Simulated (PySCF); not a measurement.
Molecule: `C1(=C)C(=C)[C@@H](OC)[C@H]1F`, C₇H₉FO.

Bonds (- single, = double, # triple, : aromatic): C1=C2, C2-C3, C3=C4, C3-C5, C5-F6, C5-C7, C7-O8, O8-C9, C7-C2. C1 carries H10, H11; C4 carries H12, H13; C5 carries H14; C7 carries H15; C9 carries H16, H17, H18. Stereochemistry as in C=C1C(=C)[C@H](F)[C@@H]1OC. H12 is cis to C2; H10 is cis to C3; H13 is trans to C2; H11 is trans to C3.

Frames of a GFN2-xTB Langevin trajectory at 600 K; GIAO PBE0/pcSseg-1 shieldings in PySCF, gas phase, non-relativistic; equivalent atoms averaged within each frame.

δ = σ(ref) − σ, references computed at the same level: ¹³C (σ = 186.93 ppm) and ¹H (σ = 31.72 ppm) vs TMS; CFCl3 for ¹⁹F (σ = 170.95 ppm); ¹⁷O (σ = 336.08 ppm) vs H2O. The references are static minima.

Problem. How do the shifts (ppm) fluctuate along the trajectory?

Solution. 
| time (fs) | C2 | C3 | C1 | C4 | C5 | C7 | C9 | F6 | O8 | H11 |
| --- | --- | --- | --- | --- | --- | --- | --- | --- | --- | --- |
| optimised geometry | 154.3 | 155.1 | 118.1 | 118.6 | 93.8 | 82.4 | 60.1 | -226.9 | 36.1 | 5.69 |
| 250 | 174.9 | 156.6 | 131.2 | 121.7 | 91.0 | 77.6 | 59.3 | -206.0 | 17.8 | 7.00 |
| 425 | 152.9 | 149.5 | 128.6 | 122.3 | 97.7 | 80.5 | 63.9 | -192.2 | 29.4 | 6.83 |
| 625 | 155.2 | 162.9 | 113.8 | 128.5 | 111.3 | 91.3 | 64.4 | -187.6 | 77.5 | 5.91 |
| 800 | 158.1 | 167.7 | 123.1 | 135.0 | 96.5 | 99.6 | 65.6 | -219.7 | 50.4 | 5.76 |
| 1000 | 178.5 | 171.0 | 127.2 | 123.3 | 111.1 | 82.7 | 62.9 | -203.4 | 33.7 | 6.70 |
| mean of frames | 163.9 | 161.5 | 124.8 | 126.2 | 101.5 | 86.3 | 63.2 | -201.8 | 41.8 | 6.44 |
| standard deviation | 11.9 | 8.7 | 6.8 | 5.6 | 9.2 | 9.0 | 2.4 | 12.6 | 23.1 | 0.57 |

5 frames give an uncertainty of the mean of about the standard deviation over 2.2 at best, since frames this close in time may not be independent; classical motion lacks zero-point vibration, and the reference would need the same averaging.
